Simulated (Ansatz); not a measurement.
Frontier orbitals of `BC(=C=N)OC`.

The species carries charge 0 and has multiplicity 1. The structure was optimised at the PBE0-D4/def2-TZVP level. It is one conformer, not always the lowest. Basis def2-TZVPP, the Gaussian-basis code of Ansatz.

Orbital energies of one run (eV). Highest occupied ones, from the top: -5.25, -7.72, -8.04, -8.09, -8.49, -9.39, -9.72, -10.74, -11.43, -12.85, -13.18, -14.43, -17.15, -18.83. Empty: -2.24, -1.74, -0.04, 0.69, 1.17, 1.51.

Problem. Which functional gave them?
A. BLYP
B. r2SCAN0
C. r2SCANh
D. PBE0

Solution. A. HOMO energies: BLYP -5.25, r2SCAN0 -6.65, PBE0 -6.52, r2SCANh -5.99 eV.
